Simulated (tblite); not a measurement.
Write Cartesian coordinates for `CS[C@@](C)([SiH3])C[SiH2]Cl` as optimised with GFN2-xTB.

```
atom  x, y, z in Å
C1    -2.337   -1.673    0.246
S2    -1.918   -0.032    0.911
C3    -0.310    0.398    0.086
C4    -0.458    0.257   -1.420
Si5   -0.096    2.244    0.577
C6     0.772   -0.520    0.639
Si7    2.549   -0.269    0.007
Cl8    3.662   -1.744    0.828
H9    -1.528   -2.375    0.427
H10   -2.563   -1.603   -0.814
H11   -3.220   -1.987    0.792
H12   -1.369    0.746   -1.761
H13    0.386    0.724   -1.923
H14   -0.491   -0.791   -1.719
H15   -1.292    2.967    0.156
H16    0.086    2.328    2.023
H17    1.078    2.750   -0.138
H18    0.496   -1.561    0.428
H19    0.777   -0.430    1.730
H20    3.111    1.007    0.441
H21    2.655   -0.420   -1.444
```

Any rigid rotation of these coordinates is as good. Atoms count from 1 in this order. The 2 C–S bonds span 1.820 Å (C1–S2, drawn single) to 1.858 Å (S2–C3, drawn single), a spread of 0.038 Å. Si5 (SiH3 silicon) is tetrahedral (angles from 107.2° to 111.3°). Si7 (chlorine-bound silicon) is tetrahedral (angles from 106.4° to 112.5°). Of the pairs four or more bonds apart, H9···H18 is among the closest relative to their van der Waals radii: 2.18 Å, 91 % of the sum of Bondi's values.

Bonds between heavy atoms (Å): C1–S2 1.820, S2–C3 1.858, C3–C4 1.520, C3–Si5 1.922, C3–C6 1.523, C6–Si7 1.903, Si7–Cl8 2.022.

Structure optimised with GFN2-xTB, isolated species.

Point group: C1 (no symmetry element, even within 0.4 Å). Its GFN2-xTB frequencies are all real (lowest 18 cm⁻¹). One conformer, not necessarily the lowest (C1–S2–C3–C4 53°, S2–C3–C6–Si7 -178°, C3–C6–Si7–Cl8 -175°). 3 starts were optimised and ended at 0.00, 0.49 and 0.58 kcal/mol (GFN2-xTB); the lowest of these is shown.

The numbers are calculated, not measured.
